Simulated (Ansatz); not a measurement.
A nudged elastic band was laid between two geometries of FH + H5NOSi (10 atoms, charge 0, multiplicity 1).

All numbers below come from UKS PBE-D4/6-31G* (Ansatz 0.2.0).

```
movable images  : 5
climbing image  : yes
spring          : 5.0 eV/Å²
optimiser       : quadratic models (default)
start path      : through a guess of the saddle point
force threshold : 0.05 eV/Å
iteration limit : 60
end points      : relaxed
```

Image 0:

```xyz
10
Properties=species:S:1:pos:R:3
Si -0.354 0.259 -0.118
O 0.750 -0.856 0.579
H -0.559 -0.063 -1.564
H -1.547 0.086 0.753
N 0.122 1.919 -0.094
H -0.125 -2.303 0.383
F -0.814 -2.870 0.019
H 1.599 -0.918 0.098
H 0.692 2.319 -0.838
H 0.237 2.427 0.783
```

Image 6:

```xyz
10
Properties=species:S:1:pos:R:3
Si -1.155 0.171 -0.528
O 1.313 -1.010 1.382
H -1.840 0.591 -1.790
H -2.077 0.088 0.644
N 0.095 1.306 -0.212
H 0.741 -1.460 0.722
F -0.611 -1.374 -0.759
H 2.198 -1.062 0.971
H 0.620 1.693 -0.997
H 0.715 1.057 0.568
```

Problem. What changes between the two ends?

Solution. Bonds broken: Si1–O2, H6–F7. Bonds formed: Si1–F7, O2–H6. FH + H5NOSi becomes FH4NSi + H2O.

Problem. What energy profile does the band end with?

Solution. It converged. The highest image is number 2 of 0 to 6, 0.51 eV above the first end and 1.08 eV above the last; the last end lies 0.58 eV below the first. A vibrational analysis at the climbing image gives one clearly imaginary mode, 480i cm⁻¹: a first-order saddle point. The orbitals were unrestricted but ended closed-shell.

```tsv
image	path coordinate (Å)	energy (eV)	Si1–O2 (Å)	H6–F7 (Å)	Si1–F7 (Å)
0	0.00	0.00	1.72	0.96	3.17
1	1.03	0.05	1.72	0.97	2.84
2	2.06	0.51	1.86	1.16	2.03
3	2.77	-0.08	2.20	1.61	1.73
4	3.48	-0.49	2.70	1.91	1.65
5	4.20	-0.56	3.14	1.99	1.65
6	4.91	-0.58	3.34	2.01	1.65
```

Problem. What is the geometry of the highest image?

Solution. 
```xyz
10
Properties=species:S:1:pos:R:3
Si -0.570 -0.023 -0.139
O 0.683 -0.897 0.927
H -0.974 0.022 -1.584
H -1.722 -0.005 0.812
N 0.420 1.424 -0.193
H 0.222 -1.860 0.319
F -0.623 -2.032 -0.448
H 1.571 -0.618 0.614
H 0.265 2.078 -0.959
H 0.729 1.911 0.651
```

Problem. What are the harmonic wavenumbers there?

Solution. 480i, 109, 280, 389, 418, 489, 585, 626, 677, 749, 780, 832, 862, 922, 1008, 1157, 1309, 1574, 1801, 2167, 2215, 3477, 3584, 3623 cm⁻¹.

Time of the run: 2.6 min on 2 threads of Intel(R) Xeon(R) Platinum 8375C CPU @ 2.90GHz (Ice Lake), with other jobs on the host, peak memory 0.17 GiB.
